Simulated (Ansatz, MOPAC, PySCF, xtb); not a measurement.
Dimer: GeH4 (SMILES [GeH4]) (first 5 atoms) with CH4S (SMILES CS); geometry from B3LYP-D3(BJ)/def2-TZVP.
(charge 0, multiplicity 1):
```xyz
11

Ge     0.0000     0.1343     0.1620
H     -1.5239     0.2853     0.2258
H      0.4184    -1.2362     0.7158
H      0.6810     1.2449     0.9731
H      0.4596     0.2324    -1.3049
C      1.0585    -0.2982     3.9916
S     -0.7525    -0.2258     3.8086
H      1.5285    -0.6974     3.0951
H      1.3895     0.7292     4.1330
H      1.3438    -0.8838     4.8628
H     -0.9536    -1.5404     3.6226
```

Counterpoise-corrected where a basis set is named; no monomer relaxation. Rows marked so take none.

Rows in 6-31G* carry no dispersion term and start afresh at each structure (6-31G* with six Cartesian d functions); the Pople sets are all-electron and without relativity. MP2/6-31G* freezes PySCF's default core, which leaves 3d correlated. The state reached by PM6 isn't checked.

Codes used: Ansatz (a first-principles code) with Gaussian orbitals; MOPAC for PM6 (differences of heats of formation); PySCF for 6-31G* rows, the dispersion terms; xtb for the GFN methods. Values without a source in brackets are computed.

```
level                         interaction energy (meV)
----------------------------  ------------------------
PM6                                              -15.2
GFN2-xTB                                        -123.3
HF/6-31G* (no counterpoise)                       31.0
SVWN5/def2-TZVPPD                               -137.2
PBE-D3(BJ)/def2-TZVPPD                           -94.2
B3LYP/def2-TZVPPD                                 20.7
B3LYP-D4/def2-TZVPPD                             -85.8
PBE0-D4/def2-TZVPPD                              -90.9
MP2/6-31G* (no counterpoise)                       [?]
```

Some entries are withheld; supply them.


- MP2/6-31G* (no counterpoise), interaction energy (meV): -37.3
